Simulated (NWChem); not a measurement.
Species: ethylenediamine (C$_{2}$H$_{8}$N$_{2}$); SMILES NCCN

```xyz
12

N     -0.1726     1.8521    -0.0518
C      0.5019     0.5706    -0.0332
C     -0.5019    -0.5706    -0.0332
N      0.1726    -1.8521    -0.0518
H      0.4977     2.6096    -0.1566
H     -0.6498     2.0161     0.8332
H      1.1981     0.4272     0.8251
H      1.1206     0.4749    -0.9401
H     -1.1206    -0.4749    -0.9401
H     -1.1981    -0.4272     0.8251
H     -0.4977    -2.6096    -0.1566
H      0.6498    -2.0161     0.8332
```
Atoms are numbered in this order, from 1.

All runs: NWChem. Pople sets run with spherical d functions. STO-3G and 3-21G are far too small for this property and stand as cheap habits. Structure relaxed at the PBE0/def2-SVP level. Vertical excitations in the gas phase; the lowest state need not have the same character in each row.

```csv
level,basis functions,"lowest excitation, singlet (eV)",orbital gap (eV),relative time
"Hartree-Fock/3-21G, CIS",52,9.08,17.21,1
"Hartree-Fock/6-31G*, CIS",72,8.82,16.48,3
"Hartree-Fock/6-31+G*, CIS",88,7.18,12.54,5
"Hartree-Fock/def2-SVP, CIS",96,8.22,15.18,5
"Hartree-Fock/def2-SVPD, CIS",144,7.63,13.49,20
```

Relative times are rough (shared machine, one core).
